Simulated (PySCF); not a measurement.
Geometry:
```
atom   x (Å)   y (Å)   z (Å)
  C1   2.003  -0.567   1.486
  C2   1.703   0.252   0.469
  C3   2.731   0.763  -0.500
 Si4  -0.082   0.758   0.232
  C5  -0.900  -0.010  -1.300
  C6  -2.373  -0.300  -0.933
 Si7  -2.389  -0.762   0.905
  O8  -1.043   0.091   1.440
  H9   3.030  -0.910   1.662
 H10   1.234  -0.919   2.181
 H11   2.769   1.866  -0.497
 H12   3.738   0.388  -0.262
 H13   2.493   0.464  -1.535
 H14  -0.204   2.250   0.246
 H15  -0.810   0.607  -2.209
 H16  -0.366  -0.954  -1.507
 H17  -2.982   0.613  -1.051
 H18  -2.827  -1.064  -1.584
 H19  -3.614  -0.315   1.630
 H20  -2.196  -2.224   1.146
```

Geometry: PBE0-D3(BJ)/def2-SVP; GIAO shifts from PySCF, gas phase, non-relativistic, averaged over equivalent atoms.

At PBE0/pcSseg-1 (210 basis functions, 39 s wall time on 1 thread of an Arm Neoverse V2, shared host):
```json
{"atoms": "C2", "δ (ppm)": "150.8"}
{"atoms": "C1", "δ (ppm)": "136.8"}
{"atoms": "C3", "δ (ppm)": "22.6"}
{"atoms": "C5", "δ (ppm)": "10.2"}
{"atoms": "C6", "δ (ppm)": "8.9"}
{"atoms": "Si4", "δ (ppm)": "7.3"}
{"atoms": "Si7", "δ (ppm)": "0.3"}
{"atoms": "O8", "δ (ppm)": "41.7"}
{"atoms": "H10", "δ (ppm)": "6.21"}
{"atoms": "H9", "δ (ppm)": "6.05"}
{"atoms": "H19", "δ (ppm)": "5.11"}
{"atoms": "H14", "δ (ppm)": "5.04"}
{"atoms": "H20", "δ (ppm)": "4.95"}
{"atoms": "H11/H12/H13", "δ (ppm)": "1.85"}
{"atoms": "H15", "δ (ppm)": "1.12"}
{"atoms": "H18", "δ (ppm)": "1.05"}
{"atoms": "H17", "δ (ppm)": "1.03"}
{"atoms": "H16", "δ (ppm)": "0.55"}
```

Referencing at the same level of theory: ¹³C (184.41 ppm), ²⁹Si (351.99 ppm), ¹H (31.27 ppm) against TMS; ¹⁷O (334.56 ppm) vs H2O.

Question: Estimate the result of repeating the calculation with mPW1PW91/pcSseg-1.

Answer: 
```csv
atoms,δ at mPW1PW91/pcSseg-1,change
C2,150.6,-0.2
C1,136.9,+0.1
C3,22.6,+0.0
C5,10.2,+0.0
C6,8.9,+0.0
Si4,6.9,-0.4
Si7,0.2,-0.1
O8,40.5,-1.2
H10,6.19,-0.02
H9,6.03,-0.02
H19,5.05,-0.06
H14,5.00,-0.04
H20,4.90,-0.05
H11/H12/H13,1.85,+0.00
H15,1.11,-0.01
H18,1.03,-0.02
H17,1.01,-0.02
H16,0.55,+0.00
```

References, each an isolated molecule treated in the same way: ¹³C (183.54 ppm), ²⁹Si (350.83 ppm), ¹H (31.32 ppm) vs TMS; ¹⁷O (333.30 ppm) vs H2O.

The largest change is at O8 (oxygen bonded to 2 Si, in a 5-membered ring). Cost: 210 basis functions, 35 s wall time on 1 thread of an Arm Neoverse V2, shared host. The order of the carbon signals is the same at both levels.

Experimental scales use liquid or dissolved standards, which lie at an offset from isolated H2O (liquid H2O: subtract about 36 ppm).
